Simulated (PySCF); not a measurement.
BrH, SMILES Br.

Coordinates come from a PBE-D3(BJ)/def2-TZVPD optimisation.

Level of theory: TDDFT-PBE/def2-TZVPD (PySCF).

Vertical excitations; the highest root listed may be one member of a degenerate set. The molecule is in vacuum. State labels are in the subgroup C2v.

Computed UV-visible absorptions:
```
state  symmetry  energy (eV)  λ (nm)      f                                     main pairs
-----  --------  -----------  ------  -----  ---------------------------------------------
S1           B2         6.28     197  0.018                     HOMO→LUMO (degenerate set)
S2           B1         6.28     197  0.018                   HOMO−1→LUMO (degenerate set)
S3           B2         8.16     152  0.003      HOMO→LUMO+1, HOMO→LUMO+2 (degenerate set)
S4           B1         8.16     152  0.003  HOMO−1→LUMO+1, HOMO−1→LUMO+2 (degenerate set)
S5           B2         8.36     148  0.151      HOMO→LUMO+2, HOMO→LUMO+1 (degenerate set)
S6           B1         8.36     148  0.151  HOMO−1→LUMO+2, HOMO−1→LUMO+1 (degenerate set)
S7           A1         8.38     148  0.000    HOMO−1→LUMO+3, HOMO→LUMO+4 (degenerate set)
S8           A2         8.38     148  0.000    HOMO−1→LUMO+4, HOMO→LUMO+3 (degenerate set)
S9           A2         8.42     147  0.000           HOMO→LUMO+3 50 %, HOMO−1→LUMO+4 50 %
S10          A1         8.67     143  0.001           HOMO→LUMO+4 49 %, HOMO−1→LUMO+3 49 %
T1           B1         5.74     216      0                   HOMO−1→LUMO (degenerate set)
T2           B2         5.74     216      0                     HOMO→LUMO (degenerate set)
T3           B1         7.87     158      0  HOMO−1→LUMO+1, HOMO−1→LUMO+2 (degenerate set)
T4           B2         7.87     158      0      HOMO→LUMO+1, HOMO→LUMO+2 (degenerate set)
```
Triplets are in the Tamm–Dancoff approximation, which puts them higher than full response would, so one can lie above its singlet here.
